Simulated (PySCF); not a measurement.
C4H10OSi, SMILES C1[SiH2][C@@H](CO)C1.

Geometry optimised at PBE-D3(BJ)/def2-SVP. The structure was generated by enumeration; whether it is a known compound was not checked. One conformer was computed; it need not be the lowest.

Two levels are set side by side: TDA-PBE/def2-SVPD (PySCF) and TDA-B3LYP/def2-SVPD (PySCF). Vertical, same geometry. The lowest singlet is HOMO→LUMO 96 % with PBE and HOMO→LUMO 72 %, HOMO→LUMO+1 18 % with the other functional; states are paired by order. Differences are taken from unrounded values.

```json
[
 {"quantity": "lowest singlet excitation (eV)", "TDA-PBE": "5.62"},
 {"quantity": "lowest triplet excitation (TDA) (eV)", "TDA-PBE": "5.41"}
]
```

Question: These are the TDA-PBE values. What does TDA-B3LYP give? (The exact figures need the calculation; the answer reports its results.)

Answer: 
```tsv
quantity	TDA-B3LYP	TDA-PBE minus TDA-B3LYP
lowest singlet excitation (eV)	6.51	-0.89
lowest triplet excitation (TDA) (eV)	6.13	-0.72
```

Functionals without exact exchange tend to place singlet excitations lower, as here. Differences between two approximate levels are no errors against the true value.

Rough cost on one machine, each run with all the roots and properties that it gave: TDA-B3LYP against TDA-PBE about 3 times.
